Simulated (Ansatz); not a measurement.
## A ladder of methods for SnSe (SMILES [Se][Sn])

SnSe has 2 atoms, charge 0, and is taken as a singlet. As SMILES, `[Se][Sn]`. The shape is that of a PBE0-D4/def2-TZVP optimisation. The run starts from this shape.

```xyz
2

Se    0.0000    0.0000    0.0065
Sn    0.0000    0.0000    2.3318
```

Each level gives the adiabatic ionisation energy (to the doublet cation, no zero-point term) (eV). The values are calculated.

| level | kind | program | value (eV) | CPU time (all runs) |
| --- | --- | --- | --- | --- |
| SVWN5/def2-TZVP (core potential) | LDA | Ansatz | 9.28 | 31 s |
| PBE-D3(BJ)/def2-TZVP (core potential) | GGA | Ansatz | 8.87 | 39 s |
| r2SCAN/def2-TZVP (core potential) | meta-GGA | Ansatz | 8.95 | 1.9 min |
| B3LYP-D4/def2-TZVP (core potential) | global hybrid | Ansatz | 8.86 | 63 s |

Spin-orbit coupling is left out. The values span 8.86 to 9.28 eV. CPU times are rough (shared hosts, several kinds of processor and program).
